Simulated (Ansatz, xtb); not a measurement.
# Relative energy of two isomers of C7H7Br

Structure a: `C=CC1=C(Br)C=CC1`, a singlet. Structure b: `C=CC1=CC=C[C@@H]1Br`, a singlet. Both are isolated molecules in the gas phase, relaxed with B3LYP/def2-SVP; the shapes shown needn't be the lowest conformers.

a (Å):

```yaml
atoms:
  - { symbol: C, position_ang: [-0.6622, 0.4750, -2.8480] }
  - { symbol: C, position_ang: [0.6627, 0.3580, -2.6407] }
  - { symbol: C, position_ang: [1.4101, 0.9624, -1.5565] }
  - { symbol: C, position_ang: [2.7510, 0.8699, -1.3070] }
  - { symbol: C, position_ang: [3.1255, 1.6249, -0.1119] }
  - { symbol: C, position_ang: [2.0111, 2.1970, 0.3945] }
  - { symbol: C, position_ang: [0.8298, 1.8353, -0.4641] }
  - { symbol: Br, position_ang: [4.0252, -0.0888, -2.3248] }
  - { symbol: H, position_ang: [-1.1455, -0.0172, -3.6951] }
  - { symbol: H, position_ang: [-1.3067, 1.0608, -2.1859] }
  - { symbol: H, position_ang: [1.2571, -0.2421, -3.3377] }
  - { symbol: H, position_ang: [4.1423, 1.6919, 0.2750] }
  - { symbol: H, position_ang: [1.9499, 2.8259, 1.2834] }
  - { symbol: H, position_ang: [0.0532, 1.3007, 0.1139] }
  - { symbol: H, position_ang: [0.3369, 2.7335, -0.8802] }
```

b (Å):

```
atom    x (Å)    y (Å)   z (Å)
   C   1.6587   0.4851  1.7163
   C   0.4788   1.0762  1.4546
   C  -0.7581   0.4210  1.0723
   C  -1.9234   1.0369  0.7231
   C  -2.9321   0.0424  0.3466
   C  -2.4014  -1.1955  0.4516
   C  -0.9754  -1.0708  0.9081
  Br  -0.7194  -2.0823  2.6032
   H   2.5334   1.0794  1.9913
   H   1.7889  -0.5992  1.6780
   H   0.4134   2.1686  1.5195
   H  -2.0803   2.1172  0.7089
   H  -3.9486   0.2809  0.0295
   H  -2.8849  -2.1514  0.2546
   H  -0.2568  -1.5289  0.2126
```

Energies in hartree; the thermal terms are from GFN2-xTB frequencies at re-optimised GFN2-xTB minima (ideal gas, soft modes damped towards free rotors, one conformer each, 298.15 K, 1 atm) and include the zero-point energy:

```
                               a            b
E, CCSD(T)/def2-SVP  −2842.254001  −2842.250357
    E, MP2/def2-SVP  −2842.154571  −2842.149269
  E, MP2/def2-TZVPP  −2843.004195  −2842.999012
  zero-point energy      0.112980      0.113118
       H(298 K) − E      0.121846      0.121921
       G(298 K) − E      0.079406      0.079481
```

Q: Correct the CCSD(T) difference for the basis set by the MP2 change, then work out ΔE, ΔE₀, ΔH and ΔG for a → b in kJ/mol (1 Eh = 2625.50 kJ/mol) and the equilibrium ratio [b]/[a].

A: 1. Differences b − a: CCSD(T) +0.003644, MP2 in the small set +0.005302, MP2 in the large set +0.005183 Eh.
2. ΔE = +0.003644 + (+0.005183 − (+0.005302)) = +0.003525 Eh = +9.25 kJ/mol.
3. ΔE₀ = ΔE + ΔZPE = +0.003525 + (+0.000138) Eh = +9.62 kJ/mol.
4. ΔH = ΔE + (+0.000075) Eh = +9.45 kJ/mol.
5. ΔG = ΔE + (+0.000075) Eh = +9.45 kJ/mol, so ΔS = (ΔH − ΔG)/T = 0.0 J/(mol K).
6. kT = 0.9442 mEh, so K = [b]/[a] = exp(−ΔG/kT) = exp(−3.81) ≈ 0.022.

Structure a is favoured at this temperature. An error of 4 kJ/mol in ΔG would change K by a factor of 5. Mirror images and further conformers aren't counted.

As drawn, both hold the same kinds of bond in the same numbers.

Other levels gave ΔE = +22.4 (GFN2-xTB); +27.0 (HF/STO-3G, GFN2-xTB geometries); +16.3 (r2SCAN-D4/def2-SVP, GFN2-xTB geometries); +13.9 (B3LYP/def2-SVP); +6.8 (HF/def2-SVP); +13.9 (MP2/def2-SVP); +9.6 (CCSD(T)/def2-SVP) kJ/mol. The correlated steps freeze 16 core orbitals; the filled d shell of Br is correlated, in a basis made for valence electrons. Programs: Ansatz 0.2.0, xtb 6.7.1.
